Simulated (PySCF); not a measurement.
Computed IR spectrum (relative IR intensity) of a molecule C3H3ClF2. Coordinates come from a PBE0-D3(BJ)/def2-SVP optimisation. One conformer was computed; it need not be the lowest. Calculation: PySCF 2.14.0 with PBE0-D3(BJ)/def2-SVP. Frequencies are harmonic and unscaled.

| ν (cm⁻¹) | relative intensity |
|---|---|
| 544 | 6.3 |
| 682 | 26 |
| 847 | 15 |
| 887 | 30 |
| 967 | 33 |
| 998 | 16 |
| 1145 | 100 |
| 1201 | 71 |
| 1238 | 15 |
| 1394 | 41 |
| 1413 | 64 |
| 1742 | 67 |
| 3071 | 30 |
| 3242 | 2.1 |

Question: Which molecule gave these data?
A) F[C@@H]1C[C@@]1(F)Cl
B) F[C@@H]1[C@H](F)[C@H]1Cl
C) FC(F)/C=C/Cl
D) FC1(F)C[C@H]1Cl

Answer: C, FC(F)/C=C/Cl
